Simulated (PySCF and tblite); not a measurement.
Results of a calculation; reference values are marked as such.
C5H10OS, numbered as in [O:1]=[S:2]1[CH2:3][CH2:4][CH2:5][CH2:6][CH2:7]1.

Free energies: PBE0-D3(BJ)/def2-TZVP on PBE0-D3(BJ)/def2-SVP structures plus GFN2-xTB thermal terms, symmetry and mirror images included. Conformers within 4 kcal/mol (GFN2-xTB free energy) were kept, 5 at most. Of two unlike H on one atom, a is the less shielded (PBE0/pcSseg-1). Codes: tblite and PySCF.

An NOE distance is ⟨r⁻⁶⟩^(−1/6) over all pairs of like atoms and, for the average, over conformers.

The 6-ring runs over atoms 2–3–4–5–6–7. Of a mirror pair one member is shown.

```
conformer                                                        shape  weight %
        1                                      6-ring chair (O1 axial)      72.2
        2                   6-ring chair (all substituents equatorial)      27.8
        3  6-ring twist-boat (ring torsions -68, 37, 34, -74, 38, 26°)       0.0
```

(1) Which H–H contacts under 3.5 Å would NOEs report (pairs on one atom left out) at 298.15 K?

(2) In a model where alignment follows shape alone (order matrix 0.002 × (3G/tr G − 1)/2, G the second moments of the atom positions; splitting J + 2D), what are the one-bond C–H dipolar couplings D?

Answers

(1) 
| pair | in 1 (Å) | in 2 (Å) | in 3 (Å) | average (Å) |
| --- | --- | --- | --- | --- |
| H4b/H6b ··· H5b | 2.50 | 2.48 | 2.38 | 2.49 |
| H4a/H6a ··· H5a | 2.49 | 2.48 | 2.38 | 2.49 |
| H4b/H6b ··· H5a | 2.48 | 3.07 | 2.80 | 2.58 |
| H3a/H7a ··· H4a/H6a | 2.77 | 2.87 | 2.68 | 2.79 |
| H3b/H7b ··· H5b | 2.65 | 4.34 | 3.19 | 2.79 |
| H4a/H6a ··· H5b | 3.08 | 2.49 | 2.78 | 2.81 |
| H3b/H7b ··· H4b/H6b | 2.87 | 2.81 | 2.67 | 2.85 |
| H3a/H7a ··· H4b/H6b | 2.79 | 3.37 | 2.95 | 2.89 |
| H3b/H7b ··· H4a/H6a | 3.35 | 2.80 | 2.94 | 3.12 |
| H3a/H7a ··· H5a | 4.32 | 2.63 | 3.13 | 3.19 |

Longer pairs under the limit may be missing.

(2) H3a/H7a -0.5 Hz (-5.9 in conformer 1), H3b/H7b 6.0 Hz (10.1 in conformer 1), H4b/H6b -0.1 Hz (-5.5 in conformer 1), H4a/H6a 6.1 Hz (10.0 in conformer 1), H5a 4.5 Hz (0.8 in conformer 1), H5b 5.3 Hz (9.8 in conformer 1).
